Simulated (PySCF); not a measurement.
BBrH₃NO, SMILES NB(Br)O.

Coordinates come from a ωB97X-D3(BJ)/def2-SVP optimisation. One conformer was computed; it need not be the lowest.

Level of theory: TDA-PBE0/def2-SVPD (PySCF).

Vertical excitations. Gas-phase values at a fixed geometry. State labels are in the subgroup Cs.

```csv
state,symmetry,energy (eV),λ (nm),f,main pairs
S1,A",6.87,180,0.000,HOMO→LUMO 96 %
S2,A',7.22,172,0.081,HOMO−1→LUMO 98 %
S3,A",7.52,165,0.049,HOMO−2→LUMO 91 %
S4,A",7.69,161,0.000,"HOMO→LUMO+1 72 %, HOMO→LUMO+3 16 %"
S5,A",7.75,160,0.000,HOMO−1→LUMO+2 97 %
S6,A',7.92,157,0.066,"HOMO−1→LUMO+1 52 %, HOMO→LUMO+2 34 %"
S7,A",7.98,155,0.016,"HOMO→LUMO+3 66 %, HOMO→LUMO+1 21 %"
S8,A',8.03,154,0.103,"HOMO→LUMO+2 43 %, HOMO−1→LUMO+3 29 %, HOMO−1→LUMO+1 17 %"
S9,A",8.28,150,0.019,"HOMO−2→LUMO+1 64 %, HOMO→LUMO+4 21 %"
S10,A',8.39,148,0.015,"HOMO−1→LUMO+3 58 %, HOMO−1→LUMO+1 25 %"
T1,A",6.67,186,0,HOMO→LUMO 89 %
T2,A',6.76,183,0,"HOMO→LUMO+2 82 %, HOMO−2→LUMO+2 14 %"
T3,A',7.05,176,0,HOMO−1→LUMO 95 %
T4,A",7.29,170,0,"HOMO−2→LUMO 72 %, HOMO→LUMO+3 18 %"
```
Triplets are in the Tamm–Dancoff approximation.
